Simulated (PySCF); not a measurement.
```xyz
3
charge 0 multiplicity 2, angstrom
V     0.0000    0.0000   -0.6232
S     1.6804    0.0000    0.4965
S    -1.6804    0.0000    0.4965
```

Method: UPBE0 in PySCF with V def2-SVP, S def2-SVP; no relativity; density-fitted integrals.

This geometry of VS₂ is a stationary point at this level.

Problem. What is the point group?

Solution. C2v.

Problem. Is it a minimum?

Solution. Yes: all harmonic wavenumbers are real.

Problem. Which band is strongest in the infrared?

Solution. 616 cm⁻¹ (b2), 102 km/mol.

Problem. What is the atomisation energy, with and without zero-point energy?

Solution. 813 kJ/mol without, 805 kJ/mol with.

Other isomers or separated fragments may lie lower. Open d and f shells are described by one determinant, and the ground state may have another occupation or spin.
